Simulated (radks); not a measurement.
Valence configurations of neutral thallium. All-electron calculation, scalar-relativistic Kohn-Sham, LDA (Slater exchange, Perdew-Wang correlation), spin-polarised, spherical densities, point nucleus; open shells are filled with parallel spins first (spin-orbit coupling, left out, can overturn this in heavy ions). Program: a radial shooting solver on a logarithmic mesh with Libxc functionals. Order these by energy: [Xe] 4f14 5d10 6s1 6p2; [Hg] 6p1; [Xe] 4f13.5 5d10 6s2 6p1.5; [Xe] 4f13 5d9 6s2 6p3; [Xe] 4f13 5d10 6s2 6p2; [Xe] 4f12.5 5d10 6s2 6p2.5; [Xe] 4f14 5d9 6s1.5 6p2.5; [Xe] 4f14 5d9 6s2 6p2; [Xe] 4f14 5d10 6p3; [Xe] 4f14 5d9.5 6s2 6p1.5.

Answer. From the lowest, in eV above it: [Hg] 6p1 0.000; [Xe] 4f14 5d10 6s1 6p2 6.526; [Xe] 4f14 5d9.5 6s2 6p1.5 6.701; [Xe] 4f14 5d9 6s2 6p2 14.032; [Xe] 4f14 5d10 6p3 14.402; [Xe] 4f14 5d9 6s1.5 6p2.5 17.529; [Xe] 4f13.5 5d10 6s2 6p1.5 57.840; [Xe] 4f13 5d10 6s2 6p2 119.79; [Xe] 4f13 5d9 6s2 6p3 138.15; [Xe] 4f12.5 5d10 6s2 6p2.5 185.95. NIST lists [Hg] 6p1 as the ground configuration; this level of theory agrees among the configurations tried. The energies are those of spherical high-spin densities, not of single terms.
